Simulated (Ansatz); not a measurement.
Gas-phase electronic energies from Ansatz, PBE0-D4/def2-TZVP geometries. CCSD(T)/CBS is the MP2 limit (def2-TZVPP, def2-QZVPP) plus CCSD(T) − MP2 in def2-TZVPP, frozen cores. Functionals use def2-TZVPP. B3LYP here is the variant with VWN-RPA as its local correlation; programs differ in this. HSE06 is defined as in plane-wave codes. For Se outer-core shells are correlated without core-valence functions, which leaves a few kJ/mol of doubt a bond. Scalar relativity is left out up to krypton. One conformer a species, not always the lowest.

Consider the ligand exchange at a B–Se bond: `NB(O)[SeH]` + `O[SiH3]` → `NB(O)O[SiH3]` + H₂Se.

```
             level  ΔE (kcal/mol)  difference from CCSD(T)/CBS
       LDA (SPW92)          -17.3                         -0.1
            PBE-D4          -15.4                          1.8
         revPBE-D4          -14.9                          2.3
           BLYP-D4          -17.7                         -0.5
         r2SCAN-D4          -17.7                         -0.5
            B97M-V          -19.3                         -2.1
           PBE0-D4          -16.6                          0.6
        r2SCANh-D4          -17.9                         -0.7
        r2SCAN0-D4          -18.3                         -1.1
          HSE06-D4          -16.5                          0.7
          BHLYP-D4          -20.2                         -3.0
      CAM-B3LYP-D4          -19.9                         -2.7
           ωB97X-V          -18.0                         -0.8
           ωB97M-V          -18.3                         -1.1
            B2PLYP          -18.1                         -0.9
          PBE-QIDH          -17.0                          0.2
               PBE          -15.3                          1.9
            revPBE          -14.6                          2.6
              BLYP          -17.7                         -0.5
              PBE0          -16.5                          0.7
             B3LYP          -18.6                         -1.4
           r2SCAN0          -18.2                         -1.0
             HSE06          -16.4                          0.8
             BHLYP          -20.3                         -3.1
         CAM-B3LYP          -19.8                         -2.6
           LC-ωPBE          -17.4                         -0.2
RPA@PBE/def2-TZVPP          -17.8                         -0.6
       HF/def2-SVP          -24.8                         -7.6
      MP2/def2-SVP          -21.0                         -3.8
     CCSD/def2-SVP          -22.7                         -5.5
     HF/def2-TZVPP          -22.3                         -5.1
    MP2/def2-TZVPP          -16.3                          0.9
SCS-MP2/def2-TZVPP          -17.5                         -0.3
   CCSD/def2-TZVPP          -18.6                         -1.4
CCSD(T)/def2-TZVPP          -17.9                         -0.7
     HF/def2-QZVPP          -22.6                         -5.4
    MP2/def2-QZVPP          -16.0                          1.2
      HF/CBS(def2)          -22.6                         -5.4
     MP2/CBS(def2)          -15.7                          1.5
    CCSD/CBS(def2)          -18.0                         -0.8
       CCSD(T)/CBS          -17.2                            0
```

Largest T1 diagnostic among the species: 0.011.

At CCSD(T), def2-SVP lies −5.0 kcal/mol from the extrapolated value and def2-TZVPP −0.6 kcal/mol. Leaving LDA and LC-ωPBE aside and taking each functional with its dispersion term where it has one, the values spread over 5.3 kcal/mol, from BHLYP-D4 to revPBE-D4. LDA lies −2.0 kcal/mol from PBE without D4. From PBE to PBE0 (25 % exact exchange), in def2-TZVPP and without D4, ΔE moves by −1.2 kcal/mol.
